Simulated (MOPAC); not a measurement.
Input for MOPAC: PM6 on C3H10S (a complex), monomers drawn apart or pushed together.

```
PM6 1SCF PRECISE CHARGE=0 THREADS=1
C3H10S

C     -0.52661779 1     0.55891932 1     0.23314063 1
C      0.54676888 1    -0.52324371 1     0.16283820 1
H     -1.27738849 1     0.42071560 1    -0.54716794 1
H     -0.09607454 1     1.55381185 1     0.10066624 1
H     -1.04303410 1     0.54068347 1     1.19447895 1
H      0.11664766 1    -1.51697165 1     0.30424052 1
H      1.30963341 1    -0.38017185 1     0.93139916 1
H      1.05493797 1    -0.52025542 1    -0.80339771 1
C      0.85919538 1     0.84261812 1     4.99181755 1
S     -0.29750454 1    -0.54674824 1     5.21787967 1
H      0.73123218 1     1.30745700 1     4.01675276 1
H      0.61372930 1     1.57019646 1     5.76349519 1
H      1.89039134 1     0.52341856 1     5.12652651 1
H      0.16939975 1    -1.31298725 1     4.21953373 1
```

Output:

```
*******************************************************************************
 **                                                                           **
 **                              MOPAC v23.2.5                                **
 **                                                                           **
 *******************************************************************************
 ** MOPAC's Digital Object Identifier: https://doi.org/10.5281/zenodo.6511958 **
 **                                                                           **
 ** Please cite the open-source release paper for use of this MOPAC version:  **
 ** J. E. Moussa and J. J. P. Stewart (2026)                                  **
 ** MOPAC: An open-source semiempirical molecular orbital program             **
 ** J. Open Source Softw., 11(119), 8025, https://doi.org/10.21105/joss.08025 **
 *******************************************************************************

                              PM6 CALCULATION RESULTS

 *******************************************************************************
 *  PM6        - The PM6 Hamiltonian to be used
 *
 *
 *
 *                 CHARGE ON SYSTEM = 0
 *
 *
 *
 *  PRECISE    - TIGHTER CRITERIA TO BE USED
 *  1SCF       - DO 1 SCF AND THEN STOP
 *  THREADS=1  - MULTI-THREADING NOT USED
 *  T=         - A TIME OF 172800.0 SECONDS REQUESTED
 *  DUMP=N     - RESTART FILE WRITTEN EVERY 7200.0 SECONDS REQUESTED
 *******************************************************************************
PM6 1SCF PRECISE CHARGE=0 THREADS=1
 C3H10S

   ATOM   CHEMICAL          X               Y               Z
  NUMBER   SYMBOL      (ANGSTROMS)     (ANGSTROMS)     (ANGSTROMS)

     1       C         -0.52661779  *   0.55891932  *   0.23314063  *
     2       C          0.54676888  *  -0.52324371  *   0.16283820  *
     3       H         -1.27738849  *   0.42071560  *  -0.54716794  *
     4       H         -0.09607454  *   1.55381185  *   0.10066624  *
     5       H         -1.04303410  *   0.54068347  *   1.19447895  *
     6       H          0.11664766  *  -1.51697165  *   0.30424052  *
     7       H          1.30963341  *  -0.38017185  *   0.93139916  *
     8       H          1.05493797  *  -0.52025542  *  -0.80339771  *
     9       C          0.85919538  *   0.84261812  *   4.99181755  *
    10       S         -0.29750454  *  -0.54674824  *   5.21787967  *
    11       H          0.73123218  *   1.30745700  *   4.01675276  *
    12       H          0.61372930  *   1.57019646  *   5.76349519  *
    13       H          1.89039134  *   0.52341856  *   5.12652651  *
    14       H          0.16939975  *  -1.31298725  *   4.21953373  *



          CARTESIAN COORDINATES

    NO.       ATOM           X           Y           Z

     1         C         -0.5266      0.5589      0.2331
     2         C          0.5468     -0.5232      0.1628
     3         H         -1.2774      0.4207     -0.5472
     4         H         -0.0961      1.5538      0.1007
     5         H         -1.0430      0.5407      1.1945
     6         H          0.1166     -1.5170      0.3042
     7         H          1.3096     -0.3802      0.9314
     8         H          1.0549     -0.5203     -0.8034
     9         C          0.8592      0.8426      4.9918
    10         S         -0.2975     -0.5467      5.2179
    11         H          0.7312      1.3075      4.0168
    12         H          0.6137      1.5702      5.7635
    13         H          1.8904      0.5234      5.1265
    14         H          0.1694     -1.3130      4.2195

 General Reference for PM6:
 "Optimization of Parameters for Semiempirical Methods V: Modification of NDDO Approximations
 and Application to 70 Elements", J. J. P. Stewart, J. Mol. Mod., 13, 1173-1213 (2007)
 URL: https://link.springer.com/article/10.1007/s00894-007-0233-4

           Empirical Formula: C3 H10 S  =    14 atoms



      MOLECULAR POINT GROUP   :   C1


      RHF CALCULATION, NO. OF DOUBLY OCCUPIED LEVELS = 14


 -------------------------------------------------------------------------------
 PM6 1SCF PRECISE CHARGE=0 THREADS=1
 C3H10S



     1SCF WAS SPECIFIED, SO BFGS WAS NOT USED
     SCF FIELD WAS ACHIEVED


                              PM6 CALCULATION
                                                       MOPAC v23.2.5 Linux




          FINAL HEAT OF FORMATION =        -19.00581 KCAL/MOL =     -79.52029 KJ/MOL


          COSMO AREA              =        151.85 SQUARE ANGSTROMS
          COSMO VOLUME            =        135.34 CUBIC ANGSTROMS

          IONIZATION POTENTIAL    =          8.944484 EV
          HOMO LUMO ENERGIES (EV) =         -8.944  0.489
          NO. OF FILLED LEVELS    =         14
          MOLECULAR WEIGHT        =         78.1720         POINT GROUP:  C1

          MOLECULAR DIMENSIONS (Angstroms)

            Atom       Atom       Distance
            H    12    H     8     6.90570
            H     4    H    14     4.00762
            H    13    H     3     3.29915


          SCF CALCULATIONS        =          1





   ATOM   CHEMICAL          X               Y               Z
  NUMBER   SYMBOL      (ANGSTROMS)     (ANGSTROMS)     (ANGSTROMS)

     1       C         -0.52661779  *   0.55891932  *   0.23314063  *
     2       C          0.54676888  *  -0.52324371  *   0.16283820  *
     3       H         -1.27738849  *   0.42071560  *  -0.54716794  *
     4       H         -0.09607454  *   1.55381185  *   0.10066624  *
     5       H         -1.04303410  *   0.54068347  *   1.19447895  *
     6       H          0.11664766  *  -1.51697165  *   0.30424052  *
     7       H          1.30963341  *  -0.38017185  *   0.93139916  *
     8       H          1.05493797  *  -0.52025542  *  -0.80339771  *
     9       C          0.85919538  *   0.84261812  *   4.99181755  *
    10       S         -0.29750454  *  -0.54674824  *   5.21787967  *
    11       H          0.73123218  *   1.30745700  *   4.01675276  *
    12       H          0.61372930  *   1.57019646  *   5.76349519  *
    13       H          1.89039134  *   0.52341856  *   5.12652651  *
    14       H          0.16939975  *  -1.31298725  *   4.21953373  *

                             CARTESIAN COORDINATES

   1    C       -0.526617790     0.558919320     0.233140630
   2    C        0.546768880    -0.523243710     0.162838200
   3    H       -1.277388490     0.420715600    -0.547167940
   4    H       -0.096074540     1.553811850     0.100666240
   5    H       -1.043034100     0.540683470     1.194478950
   6    H        0.116647660    -1.516971650     0.304240520
   7    H        1.309633410    -0.380171850     0.931399160
   8    H        1.054937970    -0.520255420    -0.803397710
   9    C        0.859195380     0.842618120     4.991817550
  10    S       -0.297504540    -0.546748240     5.217879670
  11    H        0.731232180     1.307457000     4.016752760
  12    H        0.613729300     1.570196460     5.763495190
  13    H        1.890391340     0.523418560     5.126526510
  14    H        0.169399750    -1.312987250     4.219533730


           Empirical Formula: C3 H10 S  =    14 atoms



      MOLECULAR POINT GROUP   :   C1


                  EIGENVALUES
 -29.94224 -27.18982 -23.51221 -21.85570 -15.12250 -15.07973 -15.04298 -14.67382
 -13.21462 -13.14710 -12.05496 -12.04491 -11.15956  -8.94448   0.48879   1.23799
   2.52808   2.59609   2.65149   2.98326   3.88226   4.43971   5.32301   5.37875
   5.65676   5.67763   6.15916   6.16797   6.18463   6.84405   6.89659


              NET ATOMIC CHARGES AND DIPOLE CONTRIBUTIONS

  ATOM NO.   TYPE          CHARGE      No. of ELECS.   s-Pop       p-Pop       d-Pop
    1          C          -0.424396        4.4244     1.07511     3.34929
    2          C          -0.423272        4.4233     1.07490     3.34837
    3          H           0.142680        0.8573     0.85732
    4          H           0.140786        0.8592     0.85921
    5          H           0.143536        0.8565     0.85646
    6          H           0.141202        0.8588     0.85880
    7          H           0.137601        0.8624     0.86240
    8          H           0.141867        0.8581     0.85813
    9          C          -0.491371        4.4914     1.09961     3.39176
   10          S          -0.206053        6.2061     1.92324     4.14952     0.13329
   11          H           0.172086        0.8279     0.82791
   12          H           0.178642        0.8214     0.82136
   13          H           0.171008        0.8290     0.82899
   14          H           0.175683        0.8243     0.82432
 DIPOLE           X         Y         Z       TOTAL
 POINT-CHG.     1.059     0.304    -0.924     1.438
 HYBRID         0.223     0.346     0.015     0.412
 SUM            1.282     0.650    -0.908     1.701


          ATOMIC ORBITAL ELECTRON POPULATIONS

     Atom    s        px        py        pz      x^2-y^2     xz        z^2       yz        xy
    1  C   1.07511   1.09287   1.09051   1.16590
    2  C   1.07490   1.09202   1.09295   1.16340
    3  H   0.85732
    4  H   0.85921
    5  H   0.85646
    6  H   0.85880
    7  H   0.86240
    8  H   0.85813
    9  C   1.09961   1.11516   1.08467   1.19193
   10  S   1.92324   1.48865   1.15340   1.50748   0.01196   0.01592   0.01586   0.05167   0.03788
   11  H   0.82791
   12  H   0.82136
   13  H   0.82899
   14  H   0.82432

 **********************
 *                    *
 * JOB ENDED NORMALLY *
 *                    *
 **********************




 == MOPAC DONE ==
```

The run finished.

Cost: very roughly 0.04 core-seconds.
